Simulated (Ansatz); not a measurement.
Reaction (formal hydrolysis of the Nb–N bond): `C[N](C)[Nb](=[NH])([OH])[F]` + H₂O → `[NH]=[Nb]([OH])([OH])[F]` + `CNC`

Isolated molecules relaxed with PBE0-D4/def2-TZVP in Ansatz; ΔE leaves out vibrations. CCSD(T)/CBS is the MP2 limit (def2-TZVPP, def2-QZVPP) plus CCSD(T) − MP2 in def2-TZVPP, frozen cores. This one scheme is used for every species. DFT in def2-TZVPP. def2 core potentials past Kr. For Nb outer-core shells are correlated without core-valence functions, which leaves a few kJ/mol of doubt a bond. One conformer a species, not always the lowest.

`C[N](C)[Nb](=[NH])([OH])[F]`:

Cartesian coordinates in Å:
```
C -0.424 -1.343 -1.079
N 0.226 -0.207 -0.453
C 1.050 0.541 -1.371
Nb -0.211 0.065 1.437
N 0.612 1.547 1.865
O -2.106 0.244 1.606
F 0.401 -1.416 2.452
H -1.052 -1.888 -0.364
H -1.074 -1.024 -1.904
H 0.313 -2.054 -1.473
H 1.505 1.387 -0.860
H 0.456 0.918 -2.215
H 1.849 -0.090 -1.785
H 1.097 2.343 2.250
H -2.644 0.981 1.893
```

H₂O:

Cartesian coordinates in Å:
```
O -0.176 -0.128 0.323
H 0.457 -0.599 -0.224
H -0.281 0.727 -0.099
```

`[NH]=[Nb]([OH])([OH])[F]`:

Cartesian coordinates in Å:
```
N 0.252 1.346 -0.531
Nb -0.167 -0.057 0.414
O -1.489 -1.040 -0.523
O 1.385 -1.126 0.624
F -0.819 0.502 2.089
H 0.477 2.192 -1.032
H -1.917 -0.846 -1.358
H 2.278 -0.971 0.317
```

`CNC`:

```xyz
10

C     0.500    0.690    0.857
N    -0.538   -0.211    0.413
C    -0.451   -0.512   -0.997
H     0.427    0.840    1.936
H     0.366    1.664    0.378
H     1.523    0.346    0.624
H    -0.501   -1.068    0.949
H    -0.637    0.398   -1.576
H    -1.219   -1.238   -1.272
H     0.529   -0.908   -1.313
```

```json
{"level": "r2SCAN-D4", "ΔE (eV)": "-0.37"}
{"level": "B2PLYP", "ΔE (eV)": "-0.37"}
```

What does CCSD(T)/CBS give? (An estimate is asked.)

Ansatz gave: -0.23 eV. The listed levels differ from it by -0.14, -0.14 eV.

Largest T1 diagnostic among the species: 0.021, so the coupled-cluster value is less sure than usual.

Leaving LDA and LC-ωPBE aside and taking each functional with its dispersion term where it has one, the values, not all of them listed here, spread over 0.11 eV, from CAM-B3LYP-D4 to PBE-QIDH. LDA lies +0.09 eV from PBE without D4. The D4 term adds +0.11 eV with B3LYP and +0.07 eV with PBE0; it sums over pairs of atoms, weighted by their polarisabilities, and B3LYP, whose exchange is more repulsive, gets the larger term.

B3LYP here is the variant with VWN-RPA as its local correlation; programs differ in this.
